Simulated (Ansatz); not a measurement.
`CO[SiH2]N[SiH2]Cl`, relaxed with RKS PBE0-D4/def2-TZVP in the Gaussian-basis code of Ansatz from a GFN2-xTB geometry. The force threshold is 0.005 eV/Å; the program also tests the step.

The species carries charge 0 and has multiplicity 1.

Start:

```xyz
14

C    -0.473   -2.774    0.252
O     0.026   -1.547   -0.173
Si   -0.426   -0.090    0.375
N     0.565    0.927   -0.608
Si    0.819    2.620   -0.468
Cl   -0.937    3.450    0.011
H    -0.240   -2.943    1.306
H    -1.557   -2.821    0.127
H    -0.008   -3.557   -0.349
H    -1.846    0.167    0.126
H    -0.120    0.069    1.800
H     1.182    0.433   -1.231
H     1.752    2.964    0.604
H     1.263    3.102   -1.772
```

```json
{"step": "1", "energy (eV)": "-32973.0151", "largest force (eV/Å)": "1.069", "largest move (Å)": "0.000"}
{"step": "2", "energy (eV)": "-32973.1059", "largest force (eV/Å)": "0.259", "largest move (Å)": "0.075"}
{"step": "3", "energy (eV)": "-32973.1162", "largest force (eV/Å)": "0.126", "largest move (Å)": "0.050"}
{"step": "4", "energy (eV)": "-32973.1226", "largest force (eV/Å)": "0.201", "largest move (Å)": "0.066"}
{"step": "5", "energy (eV)": "-32973.1277", "largest force (eV/Å)": "0.668", "largest move (Å)": "0.130"}
{"step": "6", "energy (eV)": "-32973.1596", "largest force (eV/Å)": "0.255", "largest move (Å)": "0.200"}
{"step": "7", "energy (eV)": "-32973.1884", "largest force (eV/Å)": "0.189", "largest move (Å)": "0.200"}
{"step": "8", "energy (eV)": "-32973.2014", "largest force (eV/Å)": "0.619", "largest move (Å)": "0.193"}
{"step": "9", "energy (eV)": "-32973.2102", "largest force (eV/Å)": "0.570", "largest move (Å)": "0.113"}
{"step": "10", "energy (eV)": "-32973.2305", "largest force (eV/Å)": "0.157", "largest move (Å)": "0.200"}
{"step": "11", "energy (eV)": "-32973.2391", "largest force (eV/Å)": "0.105", "largest move (Å)": "0.110"}
{"step": "13", "energy (eV)": "-32973.2451", "largest force (eV/Å)": "0.099", "largest move (Å)": "0.031"}
{"step": "15", "energy (eV)": "-32973.2472", "largest force (eV/Å)": "0.024", "largest move (Å)": "0.031"}
{"step": "17", "energy (eV)": "-32973.2496", "largest force (eV/Å)": "0.080", "largest move (Å)": "0.063"}
{"step": "19", "energy (eV)": "-32973.2506", "largest force (eV/Å)": "0.038", "largest move (Å)": "0.034"}
{"step": "21", "energy (eV)": "-32973.2512", "largest force (eV/Å)": "0.016", "largest move (Å)": "0.042"}
{"step": "23", "energy (eV)": "-32973.2514", "largest force (eV/Å)": "0.018", "largest move (Å)": "0.020"}
{"step": "25", "energy (eV)": "-32973.2516", "largest force (eV/Å)": "0.015", "largest move (Å)": "0.025"}
{"step": "27", "energy (eV)": "-32973.2516", "largest force (eV/Å)": "0.005", "largest move (Å)": "0.002"}
{"step": "29", "energy (eV)": "-32973.2517", "largest force (eV/Å)": "0.005", "largest move (Å)": "0.002"}
{"step": "30", "energy (eV)": "-32973.2517", "largest force (eV/Å)": "0.001", "largest move (Å)": "0.001"}
```

End:

```xyz
14

C    -0.195   -2.764    0.405
O     0.215   -1.511   -0.090
Si   -0.617   -0.125    0.186
N     0.003    1.113   -0.827
Si    0.937    2.468   -0.361
Cl   -0.202    4.170   -0.112
H    -0.025   -2.841    1.485
H    -1.257   -2.953    0.206
H     0.392   -3.538   -0.092
H    -2.053   -0.389   -0.105
H    -0.447    0.339    1.587
H    -0.238    1.055   -1.807
H     1.568    2.177    0.942
H     1.921    2.798   -1.415
```

Run time 52 s (2 threads of an AMD EPYC 7R13 on a shared host and a share of an NVIDIA H100 80 GB); peak host memory 0.92 GiB.
